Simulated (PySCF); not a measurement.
Excitation energy of P by level of theory

P [Ne] 3s2 3p3 (4S) → P [Ne] 3s2 3p2 4s1 (4P), as a difference of total energies. All numbers are calculated (PySCF 2.14, scalar relativity by spin-free X2C-1e, in aug-cc-pCVTZ-DK with one added diffuse shell each of s, p, d, f type (9s8p6d4f, 91 functions)). Correlated levels: valence and next inner shell: 1s2 frozen. The calculations carry no spin-orbit coupling.

```json
{"method": "UHF", "excitation energy (eV)": "6.607", "error (eV)": "-0.360"}
{"method": "MP2 (valence and next inner shell)", "excitation energy (eV)": "6.983", "error (eV)": "+0.016"}
{"method": "SCS-MP2 (valence and next inner shell)", "excitation energy (eV)": "6.874", "error (eV)": "-0.093"}
{"method": "CCSD (valence and next inner shell)", "excitation energy (eV)": "6.901", "error (eV)": "-0.066"}
{"method": "CCSD(T) (valence and next inner shell)", "excitation energy (eV)": "6.918", "error (eV)": "-0.049"}
```

Reference: 6.967 eV (measured; NIST levels, between the centres of gravity of the two terms).

Errors of the correlated levels include the incompleteness of this basis and the frozen core.
